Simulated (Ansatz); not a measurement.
Correlation energies of C$_{3}$H$_{5}$BO (`O=C1CBC1`) by basis set

Cartesian coordinates in Å:
```
O 0.8500 1.1085 -1.6962
C 0.2931 0.6019 -0.7665
C 0.5899 0.6300 0.7307
B -0.0258 -0.8251 0.7064
C -0.7118 -0.5449 -0.6893
H 1.5887 0.9056 1.0664
H -0.1404 1.2794 1.2365
H 0.0561 -1.7756 1.4178
H -0.7861 -1.2390 -1.5254
H -1.7137 -0.1408 -0.4804
```

Total charge 0; spin multiplicity 1. The geometry is a stationary point of PBE0-D4/def2-TZVP. Frozen core, restricted reference, Ansatz. CBS rows extrapolate triple and quadruple zeta; past MP2 they add the triple-zeta difference.

```json
{"basis": "def2-SVP", "HF (Eh)": "-215.85421", "MP2 corr.": "-0.65675", "CCSD corr.": "-0.69671", "(T)": "-0.02408", "CCSD(T) total": "-216.57500"}
{"basis": "def2-TZVPP", "HF (Eh)": "-216.10146", "MP2 corr.": "-0.80815", "CCSD corr.": "-0.83818", "(T)": "-0.03735", "CCSD(T) total": "-216.97699"}
{"basis": "def2-QZVPP", "HF (Eh)": "-216.11116", "MP2 corr.": "-0.86365", "CCSD corr.": "–", "(T)": "–", "CCSD(T) total": "–"}
{"basis": "CBS(def2)", "HF (Eh)": "-216.11249", "MP2 corr.": "-0.90477", "CCSD corr.": "-0.93480", "(T)": "as TZ", "CCSD(T) total": "-217.08464"}
```
